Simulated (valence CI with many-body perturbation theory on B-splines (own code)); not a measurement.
The numbers below are computed, except where a source is named.
**Energy levels of Yb¹⁹⁺**

Method: configuration interaction combined with many-body perturbation theory (CI+MBPT): five valence electrons over a frozen Dirac-Fock core [Kr] 4d10, a basis of 7 s, 7 p, 7 d, 7 f, 4 g, 2 h functions for each j, with the one-electron correlation potential Σ1, the two-electron term Σ2, the three-electron term Σ3, Breit, model QED; selected CI, second order for the rest, scaled by the run's own slope (own B-spline code, finite nucleus).

No measured levels were compared; by estimate terms of the open shell hold to a few per cent of their energy, and close levels can change places. Among the levels kept, up to 1000 cm⁻¹ of a level comes from second order outside the variational space, and about a tenth of that is noise between levels of different J, which matters for small intervals. Only levels of the ground parity were solved; by the run's estimate the other parity begins above the list, which can be wrong where configurations are misplaced.

Levels 1 to 45 of 194, with energies above the lowest level, 4f5 6H°_5/2. "Leading %" is the weight of the configuration and term that name the level; weights of strongly mixed levels are sums over their largest components and can fall short. In the jj column 3d3/2^4 stands for four electrons in 3d with j = 3/2.

```tsv
No.	Configuration	Term	J	E (eV)	Leading %	Second component	Leading jj	g
1	4f5	6H°	5/2	0.0000	84	14 % 4f5 4G°	4f5/2^4 4f7/2 (32 %)	0.338
2	4f5	6H°	7/2	0.6463	90	9 % 4f5 4G°	4f5/2^4 4f7/2 (54 %)	0.840
3	4f5	6H°	9/2	1.302	93	4 % 4f5 4G°	4f5/2^3 4f7/2^2 (62 %)	1.069
4	4f5	6H°	11/2	1.932	93		4f5/2^3 4f7/2^2 (44 %)	1.191
5	4f5	6F°	1/2	2.085	90	9 % 4f5 4D°	4f5/2^3 4f7/2^2 (47 %)	-0.601
6	4f5	6F°	3/2	2.101	83	8 % 4f5 4F°	4f5/2^4 4f7/2 (56 %)	1.020
7	4f5	6F°	5/2	2.216	74	13 % 4f5 4F°	4f5/2^3 4f7/2^2 (40 %)	1.243
8	4f5	6H°	13/2	2.522	88	9 % 4f5 4I°	4f5/2^2 4f7/2^3 (40 %)	1.261
9	4f5	6F°	7/2	2.751	82	11 % 4f5 4F°	4f5/2^3 4f7/2^2 (45 %)	1.361
10	4f5	6H°	15/2	3.046	80	16 % 4f5 4I°	4f5/2^2 4f7/2^3 (36 %)	1.300
11	4f5	6F°	9/2	3.396	88	6 % 4f5 4F°	4f5/2^3 4f7/2^2 (43 %)	1.411
12	4f5	6F°	11/2	4.062	90	9 % 4f5 4G°	4f5/2^2 4f7/2^3 (41 %)	1.433
13	4f5	4G°	5/2	4.472	34	17 % 4f5 2F°	4f5/2^5 (37 %)	0.841
14	4f5	4M°	15/2	5.018	55	18 % 4f5 2L°	4f5/2^4 4f7/2 (68 %)	0.911
15	4f5	4F°	3/2	5.056	86	10 % 4f5 6F°	4f5/2^3 4f7/2^2 (59 %)	0.484
16	4f5	4I°	9/2	5.570	82	11 % 4f5 2H°	4f5/2^3 4f7/2^2 (48 %)	0.767
17	4f5	4G°	7/2	5.627	54	20 % 4f5 4F°	4f5/2^3 4f7/2^2 (37 %)	1.060
18	4f5	4L°	13/2	5.643	36	30 % 4f5 4K°	4f5/2^4 4f7/2 (50 %)	0.943
19	4f5	4K°	11/2	5.654	46	42 % 4f5 4I°	4f5/2^4 4f7/2 (43 %)	0.887
20	4f5	4M°	17/2	6.083	72	15 % 4f5 4L°	4f5/2^3 4f7/2^2 (90 %)	0.998
21	4f5	4P°	5/2	6.131	29	21 % 4f5 6P°	4f5/2^4 4f7/2 (47 %)	1.381
22	4f5	4M°	15/2	6.590	26	25 % 4f5 4K°	4f5/2^3 4f7/2^2 (58 %)	1.041
23	4f5	4G°	9/2	6.702	64	18 % 4f5 4H°	4f5/2^3 4f7/2^2 (64 %)	1.143
24	4f5	4F°	5/2	6.773	64	20 % 4f5 4G°	4f5/2^2 4f7/2^3 (53 %)	0.981
25	4f5	4M°	19/2	6.821	78	13 % 4f5 4L°	4f5/2^3 4f7/2^2 (52 %)	1.070
26	4f5	2P°	1/2	6.871	56	36 % 4f5 4D°	4f5/2^4 4f7/2 (56 %)	0.366
27	4f5	6P°	3/2	6.951	53	31 % 4f5 4P°	4f5/2^3 4f7/2^2 (72 %)	1.981
28	4f5	4L°	13/2	7.110	50	34 % 4f5 4I°	4f5/2^3 4f7/2^2 (51 %)	0.940
29	4f5	4L°	15/2	7.194	44	17 % 4f5 4I°	4f5/2^3 4f7/2^2 (72 %)	1.038
30	4f5	4M°	21/2	7.289	78	19 % 4f5 2N°	4f5/2^3 4f7/2^2 (50 %)	1.118
31	4f5	4I°	11/2	7.344	52	40 % 4f5 4K°	4f5/2^2 4f7/2^3 (56 %)	0.893
32	4f5	4H°	11/2	7.450	43	38 % 4f5 4G°	4f5/2^3 4f7/2^2 (43 %)	1.155
33	4f5	4D°	7/2	7.622	34	16 % 4f5 6P°	4f5/2^3 4f7/2^2 (50 %)	1.261
34	4f5	4K°	13/2	7.683	46	27 % 4f5 2K°	4f5/2^3 4f7/2^2 (67 %)	0.993
35	4f5	4L°	17/2	7.699	53	14 % 4f5 4K°	4f5/2^2 4f7/2^3 (50 %)	1.059
36	4f5	4H°	7/2	7.751	53	21 % 4f5 2G°	4f5/2^4 4f7/2 (39 %)	0.849
37	4f5	2G°	9/2	7.835	23	22 % 4f5 4G°	4f5/2^4 4f7/2 (48 %)	1.118
38	4f5	4F°	7/2	8.041	46	20 % 4f5 6P°	4f5/2^2 4f7/2^3 (45 %)	1.300
39	4f5	6P°	5/2	8.071	47	22 % 4f5 4D°	4f5/2^3 4f7/2^2 (47 %)	1.516
40	4f5	4D°	3/2	8.142	64	18 % 4f5 6P°	4f5/2^2 4f7/2^3 (63 %)	1.400
41	4f5	4K°	17/2	8.306	50	30 % 4f5 2L°	4f5/2^2 4f7/2^3 (65 %)	1.098
42	4f5	4H°	13/2	8.314	67	15 % 4f5 4I°	4f5/2^3 4f7/2^2 (55 %)	1.176
43	4f5	4H°	9/2	8.347	58	15 % 4f5 4G°	4f5/2^2 4f7/2^3 (53 %)	1.001
44	4f5	4G°	7/2	8.463	73	12 % 4f5 4H°	4f5/2^3 4f7/2^2 (54 %)	0.963
45	4f5	4K°	15/2	8.642	57	28 % 4f5 4L°	4f5/2^2 4f7/2^3 (92 %)	1.050
```

Names give the largest LS component (configuration and term), which can be under half, so a name can repeat, a term be missing and a line seem to break the LS rules; names also repeat where a configuration has a term twice.

Where two levels of one J and parity lie close, their mixing, g and order are uncertain.

The ionisation energy to 4f4 5I_4 of the next ion comes out as 487.76 eV (NIST: 505 ± 25 eV (theoretical)). All 194 levels together are meant to be complete up to 29.209 eV.
